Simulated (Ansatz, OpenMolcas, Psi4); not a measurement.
A ladder of methods for H2Se (hydrogen selenide)

H2Se has 3 atoms, charge 0, and is taken as a singlet. SMILES: `[SeH2]`. The shape is that of a PBE0-D4/def2-TZVP optimisation.

```
atom    x (Å)    y (Å)    z (Å)
  Se   0.5607  -0.2747   0.2802
   H   0.0454   1.0919   0.1439
   H  -0.6061  -0.8172  -0.4241
```

Each level gives the atomisation enthalpy at 298 K (kJ/mol). The values are calculated. The thermal term (zero-point and 298 K enthalpy, harmonic and unscaled) is that of PBE0-D4/def2-TZVP; the spin-orbit lowering of the free atoms at 298 K, 11.3 kJ/mol by their spectra, is taken off.

Measured value to compare with: CRC Handbook of Chemistry and Physics gives the atomisation enthalpy at 298 K of the gas as 633 kJ/mol.

```
              level                   kind     program  value (kJ/mol)  computed − measured
    PBE/def2-TZVPPD                    GGA  OpenMolcas             645                  +12
 revPBE/def2-TZVPPD                    GGA      Ansatz             626                   -7
  M06-L/def2-TZVPPD               meta-GGA  OpenMolcas             639                   +6
  B3LYP/def2-TZVPPD          global hybrid  OpenMolcas             646                  +13
  BHLYP/def2-TZVPPD          global hybrid  OpenMolcas             626                   -7
    MP3/def2-TZVPPD    perturbation theory        Psi4             630                   -3
BCCD(T)/def2-TZVPPD  coupled cluster or CI      Ansatz             639                   +6
CCSD(T)/def2-TZVPPD  coupled cluster or CI      Ansatz             639                   +6
         FCI/STO-3G   full CI, core frozen      Ansatz             674                  +41
```

Nearest: MP3/def2-TZVPPD (-3 kJ/mol); farthest: FCI/STO-3G (+41 kJ/mol). Computed less measured by kind, in kJ/mol (of the ab initio rows, those in def2-TZVPPD): GGA -7 to +12; meta-GGA +6; global hybrid -7 to +13; perturbation theory -3; coupled cluster or CI +6 to +6. In a finite basis correlated wave-function methods underbind, so their errors here aren't those of the basis-set limit. The measured heats of formation of B, Si, Al and metal atoms are uncertain by some kJ/mol each. All-electron rows without a relativistic Hamiltonian named are non-relativistic. High-level rows in very small sets aren't better than simpler rows in larger ones. In the correlated wave-function rows the outer d shell of Se is correlated, in sets not made for it.
